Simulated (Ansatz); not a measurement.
`CB1CB1CCl`, charge 0, multiplicity 1.

Give a relaxed structure at PBE0-D4/def2-TZVP (the Gaussian-basis code of Ansatz). (Estimate.)

Ansatz gave: 
Z-matrix (Å, degrees):
```
C
B 1 1.557
H 1 1.091 2 109.9
H 1 1.094 2 112.7 3 -120.5
H 1 1.095 2 111.3 3 118.9
C 2 1.632 1 136.2 3 174.6
B 2 1.542 1 168.8 3 -7.8
H 6 1.127 2 62.6 1 1.9
H 6 1.088 2 164.3 1 -5.4
C 7 1.555 2 160.4 1 5.6
Cl 10 1.795 7 114.3 2 -2.4
H 10 1.091 7 111.1 2 -122.7
H 10 1.091 7 111.3 2 118.0
```
This is one stationary point; other conformers may exist.
